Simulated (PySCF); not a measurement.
Electric field gradients and quadrupole coupling constants

Species: C2H8F2SSi2.
SMILES with atom numbers: `[F:1][CH:2]([F:3])[CH2:4][S:5][SiH2:6][SiH3:7]` (hydrogens: H8 on C2; H9, H10 on C4; H11, H12 on Si6; H13, H14, H15 on Si7)

Structure used (GFN2-xTB), in Å, numbered top down from 1:
```
atom  x, y, z in Å
F1    -2.1027   -1.2405    0.7825
C2    -2.5076    0.0466    0.6517
F3    -3.8308   -0.0112    0.3577
C4    -1.7512    0.7510   -0.4562
S5    -0.0956    1.2590    0.0860
Si6    1.0201   -0.6062   -0.0264
Si7    3.2585   -0.0395   -0.1061
H8    -2.3979    0.5390    1.6292
H9    -2.2862    1.6629   -0.7193
H10   -1.6752    0.1023   -1.3285
H11    0.4560   -1.2320   -1.2249
H12    0.5734   -1.4012    1.1156
H13    3.6987    0.7046    1.0741
H14    3.6036    0.7541   -1.2866
H15    4.0325   -1.2808   -0.1678
```

Field gradients from the PBE0/pcSseg-1 density (PySCF, non-relativistic), principal values in atomic units, ordered |Vxx| ≤ |Vyy| ≤ |Vzz|:

```csv
atom,Vxx,Vyy,Vzz
S5,0.0867,2.2674,-2.3540
```

Find the asymmetry η = (Vxx − Vyy)/Vzz and the couplings χ = eQV/h (234.96 MHz × Q in barn × V in au), with Q(33S) = −0.0678 b.

```
atom                environment  nucleus     η  χzz (MHz)  χxx (MHz)  χyy (MHz)
  S5  sulfur bonded to C and Si      33S  0.93      37.50      -1.38     -36.12
```

At S5 η is above 0.9: Vyy and Vzz are nearly equal in size and opposite in sign, so a small change could swap them and flip the sign of χzz. The tensor is traceless: Vxx + Vyy + Vzz = 0.

What is Vzz at S5 in SI units (1 au = 9.71736 × 10²¹ V/m²)?

-2.3540 au = -22.875 × 10²¹ V/m².

And the gradient at the other heavy atoms, for which no coupling is worked out here?

```tsv
atom	environment	Vzz (au)	η
F1	fluorine of a CF2 group	2.909	0.12
C2	CHF2 carbon	-0.530	0.76
F3	fluorine of a CF2 group	2.907	0.09
C4	sp3 carbon bound to sulfur	0.249	0.45
Si6	SiH2 silicon	0.641	0.07
Si7	SiH3 silicon	0.115	0.11
```

Were the hydrogens deuterons (Q(2H) = 0.00286 b), χzz would run from 109 kHz (H11) to 204 kHz (H9 and H10).

Geometry: GFN2-xTB, one conformer, isolated molecule. GFN2-xTB bond lengths can be off by several hundredths of an ångström, more for odd bonds, and the gradients follow them. The small basis limits the accuracy of the gradients.
